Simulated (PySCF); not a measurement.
C5H7BO2.
Bonds: C1–C2, C2–C3 (triple), C3–B4, B4–O5, O5–C6, C6–C7, C7–O8, B4–O8. Hydrogens: H9, H10, H11 on C1; H12, H13 on C6; H14, H15 on C7.

A GFN2-xTB structure was refined with PBE0-D3(BJ)/def2-SVP geometry optimisation, gas phase in PySCF 2.14.0. Its GFN2-xTB values:

| coordinate | GFN2-xTB |
| --- | --- |
| C1–C2 | 1.412 Å |
| C1–H9 | 1.113 Å |
| C2≡C3 | 1.191 Å |
| C3–B4 | 1.561 Å |
| B4–O5 | 1.364 Å |
| O5–C6 | 1.405 Å |
| C6–C7 | 1.553 Å |
| C6–H12 | 1.095 Å |
| C1–C2–C3 | 179.3° |
| C2–C3–B4 | 178.6° |
| C3–B4–O5 | 122.0° |
| B4–O5–C6 | 107.1° |
| O5–B4–O8 | 114.2° |
| O5–C6–C7 | 105.9° |
| C3–B4–O5–C6 | -179° |
| C3–B4–O8–C7 | 178° |
| B4–O5–C6–C7 | 1° |

Task: How do these coordinates change at the PBE0-D3(BJ)/def2-SVP level?

Result: 
```csv
coordinate,PBE0-D3(BJ)/def2-SVP (Å or °),change
C3–B4,1.523,-0.038
C1–C2,1.450,+0.038
C2≡C3,1.217,+0.026
C1–H9,1.101,-0.012
O5–C6,1.416,+0.011
C6–C7,1.545,-0.008
C6–H12,1.102,+0.007
B4–O5,1.367,+0.003
C3–B4–O5,123.5,+1.5
B4–O5–C6,108.3,+1.2
C2–C3–B4,179.7,+1.1
O5–B4–O8,113.2,-1.0
O5–C6–C7,105.1,-0.8
C1–C2–C3,179.9,+0.6
C3–B4–O8–C7,180,+2
C3–B4–O5–C6,180,-1
B4–O5–C6–C7,0,-1
```

The energy falls by 0.134 eV over 7 energy and gradient evaluations, the largest force component goes from 0.0722 to 2.0e-04 Eh/bohr, and the atoms move by 0.087 Å rms after alignment. Among the bonds, C1–C2 and C3–B4 change most and about equally (-0.038 to +0.038 Å). Bonds longer at the end by more than 0.005 Å: 10 of 15; shorter: 3. Rotational constants go from 7394, 942.1, 849.1 to 7421, 932.2, 841.3 MHz.

The run used 147 basis functions and 49 SCF cycles in all.

Stationary, but not proved a minimum.
